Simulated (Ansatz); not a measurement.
**Question.** Name a neutral molecule of C, F, O, Si and H with size of the dipole moment (B3LYP/def2-TZVPP) between 0.60 and 0.90 D and HOMO–LUMO gap (PBE0/def2-TZVPP) between 9.15 and 9.45 eV (Ansatz, PBE0-D4/def2-TZVP geometry).

**Answer.** `O[SiH2]OC(O)F` (0.82 D, 9.34 eV). Other molecules can fit too; these were computed, each in one conformer that needn't be the lowest.

B3LYP here is the variant with VWN-RPA as its local correlation; programs differ in this.
